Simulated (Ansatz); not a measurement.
Ansatz (a first-principles code) input:

Ansatz 0.2 input:
```yaml
crystal:
  periodic: [false, false, false]
  atoms:
    - {symbol: Al, position_ang: [0.17390465, 0.26316123, -0.79189867]}
    - {symbol: O, position_ang: [-0.41373852, 1.78565541, -0.95206785]}
    - {symbol: Cl, position_ang: [0.06171458, -1.04154937, 1.05360150]}
basis:
  gaussian:
    orbitals: def2-TZVPD
hamiltonian:
  xc: {name: HSE06}
total_charge: -1
magnetization: {spin_polarized: true, initial_magnetization: 1}
output: {forces: true}
```

Question: Which total energy does the run end on?

Answer: -777.65950 Eh (HSE06/def2-TZVPD). The basis has 129 functions.
